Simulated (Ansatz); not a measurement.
Start from `[SiH3][CH2][SnH2][Cl]` and change one atom or group to get `O[CH2][SnH2][Cl]`.

Ansatz, PBE0-D4/def2-TZVP geometries, multiplicity 1. Each molecule was computed in one conformer, which needn't be the lowest.

Elements past krypton have def2 core potentials.

```csv
property,`[SiH3][CH2][SnH2][Cl]`
size of the dipole moment (ωB97M-V/def2-TZVPP) / D,2.91
size of the dipole moment (PBE/def2-TZVPP) / D,2.79
size of the dipole moment (B3LYP/def2-TZVPP) / D,2.89
LUMO energy (PBE/def2-TZVPP) / eV,-1.45
HOMO energy (ωB97M-V/def2-TZVPP) / eV,-10.45
LUMO energy (B3LYP/def2-TZVPP) / eV,-0.86
```

Q: Give the same properties after the change, and the shifts. (An estimate is asked.)

A: Ansatz gave: 
```csv
property,`O[CH2][SnH2][Cl]`,shift
size of the dipole moment (ωB97M-V/def2-TZVPP) / D,3.43,0.52
size of the dipole moment (PBE/def2-TZVPP) / D,3.36,0.57
size of the dipole moment (B3LYP/def2-TZVPP) / D,3.44,0.55
LUMO energy (PBE/def2-TZVPP) / eV,-1.33,0.12
HOMO energy (ωB97M-V/def2-TZVPP) / eV,-10.21,0.24
LUMO energy (B3LYP/def2-TZVPP) / eV,-0.76,0.10
```

With PBE0 the HOMO rises by 0.28 eV and the LUMO rises by 0.12 eV, so the gap narrows by about 0.16 eV. PBE moves the HOMO by 0.41 eV and ωB97M-V by 0.24 eV. Dipoles are sizes alone; their direction can turn.

B3LYP here is the variant with VWN-RPA as its local correlation; programs differ in this.
